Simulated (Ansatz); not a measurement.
Species: C₂H₂N₂O₂Si, charge 0, multiplicity 1. SMILES: N(=C=O)[SiH2]N=C=O
Structure (B3LYP-D3(BJ)/def2-TZVP (Ansatz, a program for electronic structure) minimum search):
```
Si
N 1 1.7035
C 2 1.1949 1 165.98
O 3 1.1660 1 173.25 2 179.73
N 1 1.7035 2 110.34 3 22.25
C 5 1.1949 1 165.98 2 22.25
O 6 1.1660 1 173.25 2 21.29
H 1 1.4701 2 108.42 3 141.39
H 1 1.4701 8 111.91 2 -120.10
```

Quantity: vertical ionisation energy (to the doublet state of charge +1; each state is the SCF solution reached for its spin; the UHF <S^2> is 0.92 for the doublet (pure: 0.75)), in eV. Correlated levels leave the core frozen unless marked. UHF or UKS for open shells. No spin-orbit coupling. Non-relativistic. CBS marks a two-point X^-3 extrapolation of the correlation energy; Hartree-Fock from the larger set. [CCSD(T)-MP2]/basis is that difference in the basis named.

| level | program | vertical ionisation energy (eV) |
|---|---|---|
| HF/aug-cc-pV(D+d)Z | Ansatz | 10.30 |
| HF/aug-cc-pV(T+d)Z | Ansatz | 10.31 |
| SVWN5/def2-TZVPD | Ansatz | 10.33 |
| r2SCAN/def2-TZVPD | Ansatz | 10.36 |
| B3LYP/def2-TZVPD | Ansatz | 10.65 |
| PBE0/def2-TZVPD | Ansatz | 10.70 |
| BHLYP/def2-TZVPD | Ansatz | 11.12 |
| CAM-B3LYP/def2-TZVPD | Ansatz | 11.04 |
| wB97X-V/def2-TZVPD | Ansatz | 11.17 |
| B2PLYP/def2-TZVPD | Ansatz | 10.93 |
| MP2/aug-cc-pV(D+d)Z | Ansatz | 12.05 |
| MP2/aug-cc-pV(T+d)Z | Ansatz | 12.25 |
| RI-MP2/aug-cc-pV(Q+d)Z | Ansatz | 12.33 |
| RI-MP2/CBS(aug-cc-pV(T+d)Z,aug-cc-pV(Q+d)Z) | Ansatz | 12.39 |
| SCS-MP2/aug-cc-pV(T+d)Z | Ansatz | 12.16 |
| CCSD/aug-cc-pV(D+d)Z | Ansatz | 11.16 |
| CCSD/aug-cc-pV(T+d)Z | Ansatz | 11.33 |
| CCSD(T)/aug-cc-pV(D+d)Z | Ansatz | 11.18 |
| CCSD(T)/aug-cc-pV(T+d)Z | Ansatz | 11.37 |
| RI-MP2/CBS(aug-cc-pV(T+d)Z,aug-cc-pV(Q+d)Z)+[CCSD(T)-MP2]/aug-cc-pV(D+d)Z | Ansatz | 11.52 |
| RI-MP2/CBS(aug-cc-pV(T+d)Z,aug-cc-pV(Q+d)Z)+[CCSD(T)-MP2]/aug-cc-pV(T+d)Z | Ansatz | 11.51 |
